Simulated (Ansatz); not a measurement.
Steps of a relaxation of C2H9AlOSi (`[CH3][AlH][O]C[SiH3]`) with RKS PBE0-D4/def2-TZVP.

```sh
$ ansatz run in.yaml --threads 4 --pin off --events-out ev --progress --plain --max-ram 10444MiB
```

```yaml
crystal:
  periodic: [false, false, false]
  atoms:
    - {symbol: C, position_ang: [-2.478537, -1.237830, 1.194517]}
    - {symbol: Al, position_ang: [-0.595538, -0.721536, 1.230010]}
    - {symbol: O, position_ang: [0.187412, -0.516785, -0.296276]}
    - {symbol: C, position_ang: [1.480566, -0.120461, -0.700838]}
    - {symbol: Si, position_ang: [1.422726, 1.655363, -1.411668]}
    - {symbol: H, position_ang: [-2.624722, -2.230823, 1.671311]}
    - {symbol: H, position_ang: [-2.873490, -1.293901, 0.159893]}
    - {symbol: H, position_ang: [-3.104938, -0.519512, 1.765599]}
    - {symbol: H, position_ang: [0.289149, -0.489075, 2.544784]}
    - {symbol: H, position_ang: [2.227119, -0.152639, 0.132034]}
    - {symbol: H, position_ang: [1.864668, -0.814981, -1.485023]}
    - {symbol: H, position_ang: [2.794596, 2.111753, -1.838199]}
    - {symbol: H, position_ang: [0.905204, 2.586103, -0.345874]}
    - {symbol: H, position_ang: [0.492885, 1.715024, -2.591471]}
basis:
  gaussian: {orbitals: def2-TZVP}
hamiltonian: {xc: pbe0, dispersion: d4}
relax: {f_tol: 0.005, max_steps: 150}
```

Positions (Å) and forces (eV/Å) along the path, 10 of 13 steps:

```xyz
14
step=1 energy=-18734.1208 eV
C    -2.479   -1.238    1.195   -0.328   -0.088    0.004
Al   -0.596   -0.722    1.230    0.302    0.071   -0.555
O     0.187   -0.517   -0.296   -0.027   -0.015    0.524
C     1.481   -0.120   -0.701    0.306   -0.022   -0.009
Si    1.423    1.655   -1.412   -0.048   -0.071    0.046
H    -2.625   -2.231    1.671    0.060    0.462   -0.222
H    -2.873   -1.294    0.160    0.196    0.029    0.507
H    -3.105   -0.520    1.766    0.294   -0.341   -0.272
H     0.289   -0.489    2.545   -0.112   -0.029   -0.161
H     2.227   -0.153    0.132   -0.427   -0.008   -0.384
H     1.865   -0.815   -1.485   -0.242    0.310    0.410
H     2.795    2.112   -1.838   -0.274   -0.105    0.091
H     0.905    2.586   -0.346    0.108   -0.182   -0.213
H     0.493    1.715   -2.591    0.192   -0.012    0.234
14
step=2 energy=-18734.1691 eV
C    -2.462   -1.231    1.188   -0.095   -0.031    0.016
Al   -0.586   -0.721    1.215    0.142    0.040   -0.399
O     0.184   -0.514   -0.302   -0.176   -0.045    0.372
C     1.473   -0.116   -0.696    0.134    0.029   -0.022
Si    1.411    1.647   -1.403    0.013   -0.090    0.032
H    -2.610   -2.212    1.661    0.023    0.132   -0.063
H    -2.855   -1.286    0.166    0.060    0.010    0.136
H    -3.078   -0.518    1.753    0.089   -0.091   -0.076
H     0.291   -0.490    2.518   -0.002   -0.004   -0.019
H     2.199   -0.151    0.137   -0.126    0.011   -0.123
H     1.854   -0.809   -1.464   -0.061    0.110    0.116
H     2.773    2.093   -1.823   -0.063   -0.018    0.020
H     0.901    2.572   -0.348    0.021   -0.046   -0.050
H     0.493    1.706   -2.575    0.043   -0.007    0.059
14
step=4 energy=-18734.1772 eV
C    -2.456   -1.228    1.185    0.001   -0.001    0.005
Al   -0.584   -0.722    1.196   -0.003   -0.002   -0.002
O     0.177   -0.512   -0.304   -0.022   -0.004    0.004
C     1.467   -0.112   -0.691    0.020    0.012   -0.009
Si    1.408    1.640   -1.397    0.004   -0.003   -0.001
H    -2.603   -2.203    1.661    0.000   -0.002    0.001
H    -2.853   -1.284    0.170   -0.004   -0.001   -0.003
H    -3.063   -0.512    1.749    0.000    0.003    0.000
H     0.302   -0.496    2.494    0.004   -0.003    0.001
H     2.181   -0.144    0.146   -0.001    0.001    0.004
H     1.853   -0.804   -1.450    0.001   -0.001    0.000
H     2.767    2.085   -1.815    0.003    0.003    0.000
H     0.896    2.565   -0.348   -0.002   -0.001   -0.001
H     0.494    1.696   -2.568    0.000   -0.002   -0.001
14
step=5 energy=-18734.1773 eV
C    -2.458   -1.229    1.187    0.000   -0.001   -0.004
Al   -0.584   -0.725    1.193   -0.002   -0.001    0.016
O     0.176   -0.510   -0.306   -0.003    0.004   -0.017
C     1.468   -0.110   -0.690    0.004   -0.005    0.008
Si    1.409    1.642   -1.399    0.001    0.001   -0.001
H    -2.605   -2.202    1.665    0.001    0.002    0.000
H    -2.858   -1.286    0.172   -0.001   -0.001    0.003
H    -3.062   -0.511    1.751    0.002    0.000   -0.001
H     0.304   -0.504    2.491    0.000   -0.004   -0.002
H     2.179   -0.141    0.149   -0.001    0.003   -0.003
H     1.856   -0.803   -1.448   -0.002    0.003    0.002
H     2.769    2.087   -1.814    0.000    0.001    0.001
H     0.895    2.567   -0.351   -0.001   -0.001   -0.003
H     0.498    1.695   -2.571    0.002   -0.001    0.000
14
step=6 energy=-18734.1772 eV rejected
C    -2.460   -1.230    1.191    0.048    0.021    0.006
Al   -0.583   -0.728    1.189   -0.080   -0.049    0.000
O     0.165   -0.498   -0.316    0.008    0.008    0.018
C     1.463   -0.104   -0.687    0.018    0.026   -0.047
Si    1.415    1.644   -1.404   -0.027   -0.003    0.007
H    -2.605   -2.201    1.674    0.002    0.000    0.004
H    -2.868   -1.292    0.180    0.006    0.005   -0.002
H    -3.058   -0.508    1.756   -0.007   -0.001    0.001
H     0.314   -0.535    2.485    0.009    0.009   -0.005
H     2.166   -0.132    0.158    0.003   -0.014    0.019
H     1.856   -0.799   -1.439    0.007   -0.009    0.006
H     2.779    2.091   -1.805    0.004   -0.003   -0.001
H     0.887    2.573   -0.366    0.002    0.006   -0.001
H     0.516    1.690   -2.586    0.006    0.005   -0.005
14
step=8 energy=-18734.1775 eV
C    -2.464   -1.230    1.197    0.012    0.020    0.008
Al   -0.585   -0.743    1.182    0.015   -0.045   -0.018
O     0.156   -0.486   -0.324    0.016    0.009    0.030
C     1.460   -0.093   -0.682   -0.037    0.005    0.000
Si    1.417    1.650   -1.412    0.008    0.002   -0.009
H    -2.613   -2.196    1.691    0.002    0.004    0.000
H    -2.880   -1.296    0.190    0.005    0.004    0.001
H    -3.052   -0.498    1.761   -0.008   -0.007   -0.004
H     0.335   -0.592    2.469   -0.014    0.012   -0.015
H     2.150   -0.116    0.175    0.000   -0.002   -0.002
H     1.864   -0.795   -1.423    0.000    0.001    0.002
H     2.787    2.093   -1.793   -0.004    0.000    0.002
H     0.871    2.587   -0.391    0.000   -0.005   -0.004
H     0.541    1.686   -2.612    0.003    0.000    0.008
14
step=9 energy=-18734.1777 eV
C    -2.462   -1.230    1.197    0.011   -0.001    0.002
Al   -0.582   -0.749    1.183   -0.006    0.004    0.003
O     0.159   -0.490   -0.321    0.013    0.002    0.012
C     1.461   -0.095   -0.683   -0.016   -0.006   -0.001
Si    1.415    1.649   -1.411   -0.006    0.004    0.000
H    -2.616   -2.196    1.687   -0.002    0.003   -0.002
H    -2.876   -1.291    0.188    0.002    0.001    0.001
H    -3.050   -0.498    1.761    0.002   -0.002   -0.003
H     0.331   -0.580    2.472   -0.005   -0.004   -0.012
H     2.154   -0.118    0.172    0.001    0.000   -0.002
H     1.864   -0.795   -1.425    0.002    0.001    0.001
H     2.785    2.094   -1.794   -0.004   -0.002    0.000
H     0.871    2.584   -0.388    0.003   -0.001   -0.004
H     0.535    1.686   -2.608    0.006    0.001    0.002
14
step=10 energy=-18734.1778 eV
C    -2.462   -1.229    1.196   -0.001    0.000    0.000
Al   -0.582   -0.752    1.187    0.000   -0.001    0.002
O     0.160   -0.488   -0.316   -0.001   -0.001    0.001
C     1.460   -0.093   -0.681    0.000    0.002   -0.001
Si    1.414    1.649   -1.412    0.001   -0.001    0.000
H    -2.620   -2.196    1.685    0.000    0.001    0.000
H    -2.872   -1.289    0.186    0.000    0.000   -0.001
H    -3.050   -0.496    1.758    0.000    0.000    0.000
H     0.332   -0.591    2.475    0.000   -0.001    0.000
H     2.155   -0.114    0.171    0.001    0.000    0.000
H     1.862   -0.794   -1.423    0.000    0.001    0.000
H     2.783    2.093   -1.797    0.001    0.000    0.000
H     0.870    2.587   -0.392    0.000    0.000    0.001
H     0.535    1.684   -2.610   -0.001    0.000   -0.002
14
step=11 energy=-18734.1778 eV
C    -2.462   -1.229    1.197   -0.005   -0.001    0.000
Al   -0.581   -0.757    1.188    0.005   -0.001   -0.001
O     0.159   -0.485   -0.313   -0.003    0.000    0.000
C     1.459   -0.090   -0.679    0.004    0.001   -0.003
Si    1.414    1.651   -1.415    0.001   -0.004    0.005
H    -2.624   -2.194    1.687    0.000    0.000    0.000
H    -2.871   -1.287    0.186    0.000    0.000   -0.001
H    -3.048   -0.494    1.758    0.000    0.001    0.000
H     0.336   -0.608    2.476    0.001    0.000    0.003
H     2.154   -0.108    0.174    0.000    0.001    0.000
H     1.862   -0.793   -1.419   -0.001   -0.001    0.000
H     2.784    2.092   -1.797    0.001    0.001   -0.001
H     0.867    2.591   -0.399    0.000    0.003    0.000
H     0.539    1.682   -2.616   -0.002    0.000   -0.002
14
step=13 energy=-18734.1779 eV
C    -2.462   -1.228    1.197   -0.003   -0.001   -0.001
Al   -0.580   -0.763    1.190    0.002    0.000   -0.001
O     0.159   -0.482   -0.311   -0.001    0.001    0.001
C     1.458   -0.087   -0.677    0.003    0.001    0.000
Si    1.413    1.651   -1.418    0.000   -0.001    0.001
H    -2.629   -2.193    1.687    0.000    0.000    0.000
H    -2.871   -1.286    0.186    0.000    0.000    0.000
H    -3.046   -0.491    1.757    0.000    0.000    0.000
H     0.339   -0.624    2.478    0.000    0.000    0.001
H     2.153   -0.103    0.177   -0.001    0.000    0.000
H     1.863   -0.791   -1.415    0.000    0.000    0.000
H     2.785    2.092   -1.798    0.000    0.000   -0.001
H     0.865    2.596   -0.405    0.000    0.000    0.000
H     0.540    1.680   -2.619   -0.001    0.000    0.000
```

Run time 57 s (4 threads of an Arm Neoverse V1 on a shared host); peak host memory 0.63 GiB.
